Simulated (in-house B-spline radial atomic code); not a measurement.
A fraction x of an electron is moved 4p → 4d in Rb4+, starting from [Ar] 3d10 4s2 4p3 and keeping the highest spin. All numbers are computed (non-relativistic r2SCAN, spin-polarised, spherical fractional occupations; point nucleus) with an all-electron radial atomic-structure program (B-spline basis), not measured.

```
    x  E(x) - E(0) (eV)  4p up level (eV)  4d up level (eV)
    0            0.0000           -62.655                 -
0.125            3.3203           -62.858           -36.319
 0.25            6.6361           -63.058           -36.541
0.375            9.9500           -63.255           -36.748
  0.5                 ?                 ?                 ?
0.625           16.5762           -63.639           -37.134
 0.75                 ?                 ?                 ?
0.875           23.2032           -64.010           -37.498
    1           26.5176           -64.191           -37.673
```

What belongs in the row x = 0.5?

An energy change of 13.2632 eV; 4p up at -63.449 eV, 4d up at -36.945 eV.

What belongs in the row x = 0.75?

An energy change of 19.8895 eV; 4p up at -63.826 eV, 4d up at -37.318 eV.

Check Janak's theorem between x = 0.125 and 0.25.

The slope of the energy is 26.53 eV; the orbital levels give 26.53 eV (ε of the receiving orbital less ε of the emptying one, averaged over the two points).
